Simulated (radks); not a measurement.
The zirconium ion Zr14+, 26 electrons, occupied as [Ne] 3s1.5 3p6 3d8 4s0.5 (fractional occupations, a model configuration). Method: Dirac Kohn-Sham, LDA (Slater exchange, VWN5 correlation), spin-unpolarised, spherical densities, finite nucleus; open shells fill j = l - 1/2 first; Fermi nuclear charge, rms radius 4.2694 fm; computed with a radial shooting solver on a logarithmic mesh with Libxc functionals.

Normalised radial functions P(r) = r R(r) (large component), r in bohr:

```
   r/bohr * 2p3/2, o 3s1/2, + 3d5/2 (the largest magnitude, 2.58, reaches the edge; | marks zero, & curves that meet)
 0.003389                             & o
 0.003821                             &  o
 0.004343                             &  o
 0.004897                             &  o
 0.005566                             +* o
 0.006275                             +*  o
 0.007075                             +*  o
 0.008042                             +*  o
 0.009067                             +*   o
  0.01031                             + *  o
  0.01162                             + *  o
  0.01321                             + *   o
  0.01489                             +  *  o
  0.01692                             +   * o
  0.01908                             +    *o
  0.02169                             +     &
  0.02445                             +    o *
  0.02779                             +    o  *
  0.03133                             +   o     *
  0.03533                             +  o       *
  0.04015                             |+o          *
  0.04527                             |&             *
  0.05145                            o|+                *
  0.05801                          o  |+                  *
  0.06593                        o    | +                   *
  0.07434                      o      | +                     *
  0.08449                     o       |  +                     *
  0.09526                    o        |   +                     *
   0.1083                   o         |    +                     *
   0.1221                   o         |     +                    *
   0.1376                    o        |       +                 *
   0.1564                       o     |        +              *
   0.1764                          o  |          +         *
   0.2005                             |o           +    *
    0.226                             |    o        +*
   0.2569                             |        o  *  +
   0.2896                             |        *   o  +
   0.3292                             |     *         &
   0.3712                             |   *           +o
   0.4218                             | *            +  o
   0.4756                             |*            +  o
   0.5406                             |*          + o
   0.6095                             *         + o
   0.6872                             *       +o
    0.781                             *     &
   0.8806                             *   &
    1.001                             * o+
    1.128                             *o+
    1.283                             &+
    1.446                             &
    1.644                             &
    1.853                             &
    2.106                             &
    2.375                             &
    2.699                             &
    3.043                             &
```

2p3/2: eigenvalue -2540.0 eV, 0 radial nodes, <r> = 0.143 bohr, 90 % of the charge inside 0.232 bohr. 3s1/2: eigenvalue -736.89 eV, 2 radial nodes at r = 0.0474, 0.197 bohr, <r> = 0.445 bohr, 90 % of the charge inside 0.655 bohr. 3d5/2: eigenvalue -509.42 eV, 0 radial nodes, <r> = 0.420 bohr, 90 % of the charge inside 0.663 bohr.
